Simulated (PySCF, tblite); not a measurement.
Isomers of [C6H11OS]- (charge -1), one GFN2-xTB conformer each. Single-point energies are computed at PBE0/pcSseg-1 (PySCF, gas phase, no added dispersion term), electronic only.

Problem. Rank them by PBE0/pcSseg-1 energy, lowest first (kJ/mol).
A. `[CH3:1][CH2:2][O:3][CH2:4][C:5]1([S-:6])[CH2:7][CH2:8]1` (charge -1) with C1–C2–O3–C4 -170°, C2–O3–C4–C5 66°, O3–C4–C5–S6 -90°
B. `[CH3:1][C@@H:2]([OH:3])[CH2:4][C@@H:5]1[CH2:6][C@@H:7]1[S-:8]` (charge -1) with C1–C2–O3–H 100°, C1–C2–C4–C5 -174°, C2–C4–C5–C6 156°
C. `[CH3:1][C@@H:2]([OH:3])[CH2:4][C@H:5]1[CH2:6][C@@H:7]1[S-:8]` (charge -1) with C1–C2–O3–H 72°, C1–C2–C4–C5 -62°, C2–C4–C5–C6 -152°
D. `[CH3:1][C:2]1([S-:3])[CH2:4][CH2:5][O:6][CH2:7][CH2:8]1` (charge -1) with C1–C2–C4–C5 -174°, C2–C4–C5–O6 59°, C4–C5–O6–C7 -61°, C5–O6–C7–C8 61°
E. `[CH2:1]=[C:2]([O-:3])[C:4]([CH3:5])([CH3:6])[CH2:7][SH:8]` (charge -1) with C1–C2–C4–C5 79°, C2–C4–C7–S8 -44°, C4–C7–S8–H -141°
F. `[CH2:1]=[C:2]([O:3][CH3:4])[C@H:5]([S-:6])[CH2:7][CH3:8]` (charge -1) with C1–C2–O3–C4 -160°, C1–C2–C5–S6 97°, C2–C5–C7–C8 -65°
G. `[CH3:1][S:2][CH2:3][CH2:4][CH2:5]/[CH:6]=[CH:7]\[O-:8]` (charge -1) with C1–S2–C3–C4 177°, S2–C3–C4–C5 -179°, C3–C4–C5–C6 59°, C4–C5–C6–C7 -96°

Solution. D (0.0), B (39.6), C (67.8), G (81.3), F (105.3), E (106.4), A (118.1).

As drawn, the highest has a three-membered ring, which the lowest lacks. Neighbours under 21 kJ/mol apart (C[C@@H](O)C[C@H]1C[C@@H]1[S-] and CSCCC/C=C\[O-]; C=C(OC)[C@H]([S-])CC and C=C([O-])C(C)(C)CS; C=C([O-])C(C)(C)CS and CCOCC1([S-])CC1) can change places with a better method, another conformer or zero-point energy. C[C@@H](O)C[C@@H]1C[C@@H]1[S-] and C[C@@H](O)C[C@H]1C[C@@H]1[S-] are stereoisomers, 28.2 kJ/mol apart in the conformers taken. GFN2-xTB itself gives, in the same order: 0.0, 73.6, 90.0, 158.3, 109.7, 116.1, 110.3. Both levels put the same isomer lowest; measured from each level's own lowest isomer, the values differ by up to 77.0 kJ/mol (CSCCC/C=C\[O-]: 158.3 against 81.3).

Problem. What happens when harmonic zero-point energies from GFN2-xTB frequencies are added?

Solution. 
```
                        SMILES  ZPE (kJ/mol)  electronic (kJ/mol)  with ZPE (kJ/mol)
               CC1([S-])CCOCC1         418.9                  0.0                0.0
C[C@@H](O)C[C@@H]1C[C@@H]1[S-]         410.9                 39.6               31.6
 C[C@@H](O)C[C@H]1C[C@@H]1[S-]         414.0                 67.8               62.9
                CSCCC/C=C\[O-]         402.0                 81.3               64.4
          C=C(OC)[C@H]([S-])CC         408.7                105.3               95.2
            C=C([O-])C(C)(C)CS         399.5                106.4               87.1
               CCOCC1([S-])CC1         411.3                118.1              110.6
```

The zero-point energies span 19.4 kJ/mol. The lowest isomer stays, but the order above it changes.

Problem. As an exercise, what shares would exp(−E/RT) give at 2000 K from these electronic energies alone (no entropy, no degeneracies)?

Solution. RT = 16.629 kJ/mol: CC1([S-])CCOCC1 89.2 %, C[C@@H](O)C[C@@H]1C[C@@H]1[S-] 8.3 %, C[C@@H](O)C[C@H]1C[C@@H]1[S-] 1.5 %, CSCCC/C=C\[O-] 0.7 %, C=C(OC)[C@H]([S-])CC 0.2 %, C=C([O-])C(C)(C)CS 0.1 %, CCOCC1([S-])CC1 0.1 %.
